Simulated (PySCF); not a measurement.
BF$_{3}$, charge +1, doublet, geometry from GFN2-xTB (a state made from the parent by changing its charge; the spin is typed, not shown lowest); CASSCF(7,6)/def2-SVP run with PySCF.

PySCF was given this input:
```python
from pyscf import gto, scf, mcscf
import numpy

mol = gto.Mole()
mol.atom = '''
    B     0.02366314   -0.01067882    0.01013208
    F    -1.10306702   -0.68124919    0.00854288
    F    -0.03892842    1.19661447   -0.49752254
    F     1.12884925   -0.50943260    0.48335073
'''
mol.basis = 'def2-svp'
mol.charge = 1
mol.spin = 1
mol.verbose = 4
mol.build()

mf = scf.ROHF(mol)
mf.kernel()
mc = mcscf.CASSCF(mf, 6, 7)
mc.fix_spin_(ss=0.75)
mc.kernel()
occ = numpy.linalg.eigvalsh(mc.fcisolver.make_rdm1(mc.ci, mc.ncas, mc.nelecas))[::-1]
ss = mc.fcisolver.spin_square(mc.ci, mc.ncas, mc.nelecas)[0]
print('natural occupations', occ.round(4), ' <S^2>', round(ss, 4))
```

The log (banner, timings and long lists left out):

```
PySCF version 2.14.0

[INPUT] verbose = 4
[INPUT] num. atoms = 4
[INPUT] num. electrons = 31
[INPUT] charge = 1
[INPUT] spin (= nelec alpha-beta = 2S) = 1
[INPUT] symmetry False subgroup None
[INPUT] Mole.unit = angstrom
[INPUT] Symbol           X                Y                Z      unit          X                Y                Z       unit  Magmom
[...]
nuclear repulsion = 111.415458159547
number of shells = 24
number of NR pGTOs = 96
number of NR cGTOs = 56
basis = def2-svp
ecp = {}

******** <class 'pyscf.scf.rohf.ROHF'> ********
method = ROHF
initial guess = minao
damping factor = 0
level_shift factor = 0
DIIS = <class 'pyscf.scf.diis.CDIIS'>
diis_start_cycle = 1
diis_space = 8
diis_damp = 0
SCF conv_tol = 1e-09
SCF conv_tol_grad = None
SCF max_cycles = 50
direct_scf = True
direct_scf_tol = 1e-13
num. doubly occ = 15  num. singly occ = 1
Set gradient conv threshold to 3.16228e-05
init E= -323.282466205608
[...]
cycle= 1 E= -322.230206855043  delta_E= 1.05  |g|= 0.606  |ddm|= 1.58
[...]
cycle= 2 E= -322.311146566126  delta_E= -0.0809  |g|= 0.151  |ddm|= 0.499
[...]
cycle= 3 E= -322.318788801729  delta_E= -0.00764  |g|= 0.103  |ddm|= 0.152
[...]
cycle= 4 E= -322.32237020309  delta_E= -0.00358  |g|= 0.0488  |ddm|= 0.055
[...]
cycle= 5 E= -322.327296487945  delta_E= -0.00493  |g|= 0.0559  |ddm|= 0.149
[...]
cycle= 6 E= -322.328315349946  delta_E= -0.00102  |g|= 0.0353  |ddm|= 0.0336
[...]
cycle= 7 E= -322.329220696317  delta_E= -0.000905  |g|= 0.0133  |ddm|= 0.0424
[...]
cycle= 8 E= -322.329605998479  delta_E= -0.000385  |g|= 0.0061  |ddm|= 0.0467
[...]
cycle= 9 E= -322.329641051163  delta_E= -3.51e-05  |g|= 0.00643  |ddm|= 0.0189
[...]
cycle= 10 E= -322.329705049816  delta_E= -6.4e-05  |g|= 0.00127  |ddm|= 0.0236
[...]
cycle= 11 E= -322.329708257006  delta_E= -3.21e-06  |g|= 0.000373  |ddm|= 0.00397
[...]
cycle= 12 E= -322.329708331401  delta_E= -7.44e-08  |g|= 0.000106  |ddm|= 0.001
[...]
cycle= 13 E= -322.329708342199  delta_E= -1.08e-08  |g|= 1.11e-05  |ddm|= 0.000263
[...]
cycle= 14 E= -322.329708342304  delta_E= -1.05e-10  |g|= 2.3e-06  |ddm|= 2.05e-05
[...]
Extra cycle  E= -322.329708342313  delta_E= -8.81e-12  |g|= 2.77e-06  |ddm|= 3.35e-06
converged SCF energy = -322.329708342313

******** <class 'pyscf.mcscf.mc1step.CASSCF'> ********
CAS (4e+3e, 6o), ncore = 12, nvir = 38
max_cycle_macro = 50
max_cycle_micro = 4
conv_tol = 1e-07
conv_tol_grad = None
orbital rotation max_stepsize = 0.02
orbital rotation threshold for CI restart = 0.01
[...]
CASCI E = -322.333774366167  S^2 = 0.7500000
[...]
macro iter  40 ( 21 JK    4 micro), CASSCF E = -322.403035342553  dE = -9.58451892e-04  S^2 = 0.7500000
               |grad[o]|=0.0291  |grad[c]|=0.0125  |ddm|=0.0274  |maxRot[o]|=0.0458
macro iter  41 ( 21 JK    4 micro), CASSCF E = -322.403629004711  dE = -5.93662158e-04  S^2 = 0.7500000
               |grad[o]|=0.0201  |grad[c]|=0.0123  |ddm|=0.0186  |maxRot[o]|=0.0417
macro iter  42 ( 21 JK    4 micro), CASSCF E = -322.403992037849  dE = -3.63033138e-04  S^2 = 0.7500000
               |grad[o]|=0.0141  |grad[c]|=0.0122  |ddm|=0.0134  |maxRot[o]|=0.0334
macro iter  43 ( 17 JK    4 micro), CASSCF E = -322.404938285777  dE = -9.46247928e-04  S^2 = 0.7500000
               |grad[o]|=0.0105  |grad[c]|=0.0128  |ddm|=0.011  |maxRot[o]|=0.0722
macro iter  44 (  7 JK    2 micro), CASSCF E = -322.405648326639  dE = -7.10040862e-04  S^2 = 0.7500000
               |grad[o]|=0.00748  |grad[c]|=0.00737  |ddm|=0.0064  |maxRot[o]|=0.0693
macro iter  45 (  7 JK    2 micro), CASSCF E = -322.406254190575  dE = -6.05863936e-04  S^2 = 0.7500000
               |grad[o]|=0.00613  |grad[c]|=0.0108  |ddm|=0.0072  |maxRot[o]|=0.0698
macro iter  46 ( 21 JK    4 micro), CASSCF E = -322.411640593558  dE = -5.38640298e-03  S^2 = 0.7500000
               |grad[o]|=0.00578  |grad[c]|=0.0418  |ddm|=0.0264  |maxRot[o]|=0.156
macro iter  47 ( 21 JK    4 micro), CASSCF E = -322.419240406819  dE = -7.59981326e-03  S^2 = 0.7500000
               |grad[o]|=0.0184  |grad[c]|=0.032  |ddm|=0.0193  |maxRot[o]|= 0.23
macro iter  48 ( 17 JK    4 micro), CASSCF E = -322.420003394573  dE = -7.62987754e-04  S^2 = 0.7500000
               |grad[o]|=0.0122  |grad[c]|=0.0399  |ddm|=0.0163  |maxRot[o]|=0.114
macro iter  49 ( 21 JK    4 micro), CASSCF E = -322.420725780976  dE = -7.22386403e-04  S^2 = 0.7500000
               |grad[o]|=0.00768  |grad[c]|=0.0266  |ddm|=0.0197  |maxRot[o]|=0.293
macro iter  50 ( 21 JK    4 micro), CASSCF E = -322.420945618093  dE = -2.19837117e-04  S^2 = 0.7500000
               |grad[o]|=0.0267  |grad[c]|=0.0057  |ddm|=0.00382  |maxRot[o]|=0.029
1-step CASSCF not converged,  50 macro (992 JK 194 micro) steps
CASSCF canonicalization
Density matrix diagonal elements [1.69620686 1.99763978 1.97365038 1.27711546 0.02413108 0.03125643]
CASSCF energy = -322.420945618093
CASCI E = -322.420945618093  E(CI) = -19.3728132850173  S^2 = 0.7500000
natural occupations [1.9995 1.981  1.9797 1.0011 0.0199 0.0188]  <S^2> 0.75
```

The run did not converge; its last values are not results.
